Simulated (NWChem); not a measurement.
System meant: CH$_{4}$GeO$_{3}$; SMILES [O]1[GeH]([O]C1)[OH]

Here is an NWChem input.

```
start job
memory heap 200 mb stack 900 mb global 1100 mb
geometry units angstroms noautoz
  O      0.749622    -1.831004     0.000000
  Ge    -0.342173    -0.429873     0.000000
  O      0.076638     0.940308    -1.133473
  C      0.306092     1.786452     0.000000
  O      0.076638     0.940308     1.133473
  H      1.684918    -1.548606     0.000000
  H     -1.752650    -1.046292     0.000000
  H     -0.406676     2.646327     0.000000
  H      1.353490     2.175945     0.000000
end
basis spherical
  * library def2-svp
end
dft
  odft
  mult 2
  xc pbe0
  iterations 150
  mulliken
end
task dft energy
```

End of the output:

```
                                 NWChem DFT Module
                                 -----------------

 Summary of "ao basis" -> "ao basis" (spherical)
 ------------------------------------------------------------------------------
       Tag                 Description            Shells   Functions and Types
 ---------------- ------------------------------  ------  ---------------------
 O                          def2-svp                 6       14   3s2p1d
 Ge                         def2-svp                12       32   5s4p3d
 C                          def2-svp                 6       14   3s2p1d
 H                          def2-svp                 3        5   2s1p

 Summary of "ao basis" -> "ao basis" (spherical)
 ------------------------------------------------------------------------------
       Tag                 Description            Shells   Functions and Types
 ---------------- ------------------------------  ------  ---------------------
 O                          def2-svp                 6       14   3s2p1d
 Ge                         def2-svp                12       32   5s4p3d
 C                          def2-svp                 6       14   3s2p1d
 H                          def2-svp                 3        5   2s1p

      Symmetry analysis of basis
      --------------------------

        a'         72
        a"         36

  number of electrons :                   66
  multiplicity        :                    2
 ------------------------------------------------------------------------
  no. of electrons and multiplicity not compatible                  66
 ------------------------------------------------------------------------
 ------------------------------------------------------------------------
  current input line :
    24: task dft energy
 ------------------------------------------------------------------------
 ------------------------------------------------------------------------
 There is an error in the input file
 ------------------------------------------------------------------------
 For more information see the NWChem manual at https://nwchemgit.github.io

0: no. of electrons and multiplicity not compatible:Received an Error in Communication
```

What is wrong, and how is it mended?

The input was rejected before any calculation. Cause: the multiplicity doesn't fit the number of electrons (an even count wants an odd multiplicity, and the reverse). This input runs:
```
start job
memory heap 200 mb stack 900 mb global 1100 mb
geometry units angstroms noautoz
  O      0.749622    -1.831004     0.000000
  Ge    -0.342173    -0.429873     0.000000
  O      0.076638     0.940308    -1.133473
  C      0.306092     1.786452     0.000000
  O      0.076638     0.940308     1.133473
  H      1.684918    -1.548606     0.000000
  H     -1.752650    -1.046292     0.000000
  H     -0.406676     2.646327     0.000000
  H      1.353490     2.175945     0.000000
end
basis spherical
  O library def2-svp
  Ge library def2-svp
  C library def2-svp
  H library def2-svp
end
dft
  xc pbe0
  iterations 150
  mulliken
end
task dft energy
```
It converges to -2342.20094 Ha (PBE0/def2-SVP).
